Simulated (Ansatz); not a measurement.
Basis-set extrapolation for C2H6FNSi, SMILES `FC/C=N\[SiH3]` (PBE0-D4/def2-TZVP geometry, frozen core, Ansatz 0.2.0). Multiplicity 1, RHF reference.

```
                      def2-TZVPP   def2-QZVPP
                 HF  -522.142306  -522.161958
    MP2 correlation    -0.898589    -0.967321
CCSD(T) correlation    -0.975433      not run
```

Energies in hartree. Use E(X) = E(∞) + A·exp(−7.88·√X) for Hartree–Fock and E(X) = E(∞) + B·X^(−2.97) for correlation, with X = 3 and 4, and add CCSD(T) minus MP2 of the smaller set to the MP2 limit.

What is the CCSD(T) energy at the basis-set limit?

HF limit: -522.161958 + (-0.019652) × 0.13774 = -522.16466. MP2 limit: -0.967321 + (-0.068732) × 0.74074 = -1.01823. Higher-order term: -0.975433 − (-0.898589) = -0.07684. Total: -523.25973 hartree, 89.1 kcal/mol below CCSD(T)/def2-TZVPP.
